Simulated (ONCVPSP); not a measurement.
**In, ONCV: configuration errors across variants**

* Element: indium
* Generator: ONCVPSP 4.0.1
* Type: optimised norm-conserving Vanderbilt (ONCV)
* Functional: LDA (Perdew-Zunger)
* Relativity: fully relativistic
* Frozen core: [Ar] 3d10
* Valence charge: 21
* Reference configuration: 4s2 4p6 4d10 5s1.5 5p1.5
* Partial waves: 4s+5s: rc 1.60 bohr, ncon 4, nbas 8, qcut 6.7 1/bohr, 2 projectors; 4p+5p: rc 1.85 bohr, ncon 3, nbas 8, qcut 6.7 1/bohr, 2 projectors; 4d: rc 1.65 bohr, ncon 4, nbas 8, qcut 7.4 1/bohr, 2 projectors, debl 2.8 Ha
* Local potential: polynomial inside 1.20 bohr (lpopt 5, dvloc0 0 Ha)
* Core correction: polynomial model core, fcfact 0.35

Open shells are filled in proportion to 2j + 1.

All-electron excitation energies from the reference (eV): (1) 4s2 4p6 4d10 5s2 5p1 -2.925; (2) 4s2 4p6 4d10 5s2 5p0 2.681; (3) 4s2 4p6 4d10 5s1 5p0 22.342; (4) 4s2 4p6 4d10 5s1 5p2 3.000.

Errors AE − PS in meV (a dash: test not solved or not reliable):

```
      change   (1)   (2)   (3)   (4)  bound ghosts  GHOST(+) flags above zero
        base  -0.4  -0.5  -0.5  -0.4          none                       none
 d: qcut 5.5  -0.5  -0.5  -0.5  -0.4          none                       none
 d: qcut 6.3  -0.4  -0.6  -0.5  -0.4          none                       none
 d: qcut 6.7  -0.4  -0.6  -0.5  -0.4          none                       none
 d: qcut 7.9  -0.4  -0.5  -0.5  -0.4          none                       none
 d: qcut 8.4  -0.4  -0.5  -0.5  -0.4          none                       none
 d: qcut 9.6  -0.4  -0.5  -0.4  -0.4          none                       none
d: qcut 10.5  -0.4  -0.5  -0.4  -0.4          none                       none
d: qcut 10.9  -0.4  -0.5  -0.4  -0.4          none                       none
```

Q: Give the same row for: d: qcut 4.4.

A: -0.5, -0.6, -0.4, -0.4; bound ghosts: none; GHOST(+) flags above zero: d3/2.
